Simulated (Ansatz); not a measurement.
MoO₅H₄, relaxed as a singlet with RKS PBE-D4/def2-SVP in Ansatz, starting from the GFN2-xTB geometry. Force threshold 0.02 eV/Å.

In the def2 sets Mo takes a core potential; there is no spin–orbit coupling. The structure holds one bond between oxygen atoms, so isomers without such links may lie far lower. The restricted singlet is unstable towards broken spin symmetry in Hartree–Fock (as tested in another run); at PBE-D4/def2-SVP this wasn't settled. Another isomer (singlet) lies 0.34 eV lower at PBE0-D4/def2-TZVP; other spin states weren't run for this one.

Start:

```xyz
10

Mo   -0.1551    0.4291   -0.0665
O    -0.3482   -1.3105    0.2397
O     0.0363    2.0438   -0.1141
O     1.3703    0.2099    1.2282
O    -1.9731    0.4767   -0.0461
O     2.0201   -0.0653    0.0322
H    -2.6005    1.2068   -0.1233
H    -0.6855   -2.1935    0.3864
H     2.2103   -1.0297    0.0784
H     0.1254    0.2329   -1.6148
```

Task: Estimate the energy that the relaxation releases and the steps that it takes.

Result: 113.4 kJ/mol, in 18 steps; 18 s on 4 threads of Arm Neoverse V2 on a shared host. No frequencies were taken in this run, so the end may be a saddle point.

Task: Does the start keep its bonding and symmetry?

Result: By distances, no bond broke or formed. The bond that changes most is Mo1–O2, from 1.78 to 2.00 Å (atoms count from 1). A close non-bonded pair moves further: O2–H9, from 2.58 to 1.90 Å.

Task: Predict the relaxed structure.

Result: 
```
atom   x (Å)   y (Å)   z (Å)
 Mo1  -0.179   0.475   0.000
  O2  -0.110  -1.507   0.255
  O3   0.053   2.001  -0.730
  O4   1.268   0.493   1.283
  O5  -2.011   0.583   0.397
  O6   2.065  -0.127   0.258
  H7  -2.469   1.423   0.194
  H8  -0.322  -2.174  -0.422
  H9   1.737  -1.078   0.342
 H10  -0.032  -0.088  -1.578
```
Bond lengths: 5 × Mo–O 1.71 to 2.34 Å; 1 × O–O 1.44 Å; 3 × H–O 0.97 to 1.01 Å; 1 × H–Mo 1.68 Å.
